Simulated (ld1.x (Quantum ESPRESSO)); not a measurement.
bromine, RRKJ: configuration errors across variants

- Element: bromine (Br)
- Generator: ld1.x (Quantum ESPRESSO) 7.5
- Type: norm-conserving RRKJ (Kleinman–Bylander form)
- Functional: LDA (PZ)
- Relativity: scalar-relativistic
- Frozen core: [Ar]
- Valence charge: 17
- Reference configuration: 3d10 4s2 4p5
- Partial waves: 4s (bound): rc 1.50 bohr; 4p (bound): rc 1.50 bohr; 3d (bound): rc 0.80 bohr
- Local potential: the d channel
- Core correction: none
- rho0: 0.005

All-electron excitation energies from the reference (eV): (1) 3d10 4s2 4p4 12.708; (2) 3d10 4s2 4p3 35.652; (3) 3d10 4s1 4p5 25.751; (4) 3d10 4s2 4p4.5 5.150; (5) 3d10 4s2 4p5 spin -0.151; (6) 3d10 4s2 4p4 spin 11.998.

Spin tests fill each open shell by Hund’s rule, majority spin first.

Tests that are not counted but printed errors over 1 eV. “base”: 3d10 4s2 4p1 (solver errors, printed error -3787 eV); 3d9 4s2 4p6 (solver errors, printed error -3717 eV); 1 more. “core correction a·sin(br)/r model core inside 0.78 bohr”: 3d9 4s2 4p6 (solver errors, printed error -3757 eV); 3d10 4s2 4p1 (solver errors, printed error -3576 eV); 1 more. “wave 3d (bound): rc 0.80 bohr becomes 3d (bound): rc 1.18 bohr”: 3d9 4s2 4p6 (solver errors, printed error -374 eV); 3d10 4s2 4p3 (solver errors, printed error -54.2 eV); 2 more.

4 further variants failed, have other tests or another functional or relativity, and are left out.

A true bound ghost makes a file unfit for plane-wave use even where its test errors are small: the radial tests pick states by their node count and pass the ghost by. Where a test does run into it, the solver fails or the error is huge.

Errors AE − PS in meV (a dash: test not solved or not reliable):

```csv
change,(1),(2),(3),(4),(5),(6),bound ghosts
base,+1.0,+13,+6.4,-0.2,+5.7,+30,"s, p"
core correction a·sin(br)/r model core inside 0.78 bohr,+0.7,+10,+3.9,-0.3,+2.7,+14,"s, p"
wave 3d (bound): rc 0.80 bohr becomes 3d (bound): rc 1.18 bohr,-0.4,–,+2.1,-0.6,+5.4,+27,"s, p"
```

Q: Give the same row for: all radii scaled by about 1.12 (s 1.68, p 1.68, d 0.90 bohr).

A: +0.7, +12, +2.2, -0.3, +6.5, +34; bound ghosts: s, p. Not counted: 3d10 4s2 4p1 (solver errors, printed error -3491 eV); 3d9 4s2 4p6 (solver errors, printed error -3657 eV).
